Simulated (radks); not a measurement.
The numbers below are computed, except where a source is named.
Ionisation of the sulfur ion S2+, [Ne] 3s2 3p2, to S3+, [Ne] 3s2 3p1, under several functionals. Dirac Kohn-Sham, spin-unpolarised, spherical densities, finite nucleus; open shells fill j = l - 1/2 first; a radial shooting solver on a logarithmic mesh with Libxc functionals.

functional                          E(S2+) (hartree)  Exc (hartree)  IE (eV)  -e(HOMO) (eV)  <r> HOMO (bohr)  IE error (eV)
XLYP                                      -398.12295      -25.10435   34.025         27.928            1.767         -0.835
B86b exchange with PBE correlation        -397.95591      -24.93555   34.144         28.064            1.762         -0.716
PBE                                       -397.80075      -24.77541   34.107         28.032            1.763         -0.753

NIST Atomic Spectra Database: 34.86 eV (semi-empirical). Closest: B86b exchange with PBE correlation. The Delta-SCF values span 0.12 eV, the total energies 0.32 hartree. The highest occupied level is 3p1/2. Spin polarisation and multiplet splitting are left out, so open shells lie too high by an amount that depends on their filling.

Beside tabulated values, note that spin-unpolarised runs miss the spin-polarisation part of the exchange energy of open shells.
